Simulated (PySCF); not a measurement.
Fluorene, SMILES c1ccc2c(c1)Cc1ccccc-21 (GFN2-xTB optimised geometry):

```
23

C     -3.307    -0.604     0.000
C     -2.604    -1.799     0.000
C     -1.219    -1.807     0.000
C     -0.548    -0.595     0.000
C     -1.261     0.614     0.000
C     -2.640     0.614     0.000
C     -0.312     1.777     0.000
C      1.030     1.103     0.000
C      2.288     1.667     0.000
C      3.395     0.829     0.000
C      3.242    -0.549     0.000
C      1.982    -1.123     0.000
C      0.873    -0.291     0.000
H     -4.388    -0.620     0.000
H     -3.145    -2.734     0.000
H     -0.675    -2.740     0.000
H     -3.194     1.542     0.000
H     -0.447     2.410     0.881
H     -0.447     2.410    -0.881
H      2.414     2.740     0.000
H      4.388     1.256     0.000
H      4.118    -1.182     0.000
H      1.866    -2.197     0.000
```

Computed with PySCF with CAM-B3LYP/def2-SVP.

**Question.** What are the frontier orbital energies and the dipole moment?

**Answer.** HOMO-2 -8.47 eV, HOMO-1 -8.17 eV, HOMO -7.31 eV, LUMO 0.25 eV, LUMO+1 0.84 eV; dipole moment 0.54 D.

Meta-Löwdin charges at CAM-B3LYP/def2-SVP: C1 -0.11, C2 -0.10, C3 -0.11, C4 0.00, C5 0.02, C6 -0.11, C7 -0.19, C8 0.02, C9 -0.11, C10 -0.11, C11 -0.10, C12 -0.11, C13 0.00, H14 0.10, H15 0.10, H16 0.10, H17 0.10, H18 0.12, H19 0.12, H20 0.10, H21 0.10, H22 0.10, H23 0.10.
